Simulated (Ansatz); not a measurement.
Abridged output of a molecular run in Ansatz:

```
Functional definition: HF
1321 factors; integrals over basis functions are off by at most 1.4e-3 eV
mean field evaluation 1: about -11314.9553 eV, gradient 4.4e1 eV
mean field evaluation 2: about -11315.1089 eV, gradient 4.4e1 eV
mean field evaluation 4: about -11319.2510 eV, gradient 3.9e0 eV
mean field evaluation 8: about -11319.3023 eV, gradient 2.2e-1 eV
mean field -11319.30246716 eV, -415.9766931695 hartree, gradient 1.2e-6 eV, S^2 0.000000; 0 other end points of the search recorded, 0 dependent functions left out
7 core orbitals not correlated: weight in the atoms' cores, before any rotation towards them, 1.000 or more for the frozen orbitals, at most 0.000 for the correlated occupied ones
reference -11319.30246716 eV, -415.9766931695 hartree; 21, 21 occupied and 105, 105 virtual orbitals, 1321 factors
second order -28.72798811 eV of doubles, -0.00000000 eV of singles
cycle   1  -29.32851752 eV  change   -6.0e-1 eV  update   1.1e-1
cycle   2  -29.96190223 eV  change   -6.3e-1 eV  update   3.0e-2
cycle   3  -30.11895824 eV  change   -1.6e-1 eV  update   1.5e-2
cycle   4  -30.11308924 eV  change    5.9e-3 eV  update   3.1e-3
cycle   5  -30.11216983 eV  change    9.2e-4 eV  update   1.1e-3
cycle   6  -30.11240889 eV  change   -2.4e-4 eV  update   3.2e-4
cycle   7  -30.11221841 eV  change    1.9e-4 eV  update   1.0e-4
cycle   8  -30.11215248 eV  change    6.6e-5 eV  update   3.5e-5
cycle   9  -30.11215920 eV  change   -6.7e-6 eV  update   1.3e-5
perturbative correction -0.71382527 eV, -0.0262325949 hartree
Total energy: -11350.12845164 eV, -417.1095272044 hartree
```

Its atoms:

```xyz
14

C     1.2324   -0.9939   -0.1152
C    -0.0004   -0.1304   -0.2576
C    -1.2858   -0.9207   -0.1649
O     0.0065    0.8332    0.8050
B     0.0549    2.1519    0.5954
F     0.0586    2.9725    1.6321
F     0.1002    2.6959   -0.6170
H     1.2614   -1.7452   -0.9071
H     1.2269   -1.5062    0.8495
H     2.1402   -0.3913   -0.1812
H     0.0340    0.4022   -1.2136
H    -1.3479   -1.4318    0.7984
H    -1.3271   -1.6697   -0.9585
H    -2.1538   -0.2665   -0.2656
```

(1) Which basis set was used?
A. def2-SVP
B. def2-QZVPP
C. cc-pV(Q+d)Z
D. def2-TZVPPD

(2) Write the keys of the input that set method, charge and spin (a neutral closed shell needs none for the last two).

## Answers

(1) A. It gives 133 functions.

(2) 
```yaml
correlation: {method: ccsd_t}
```
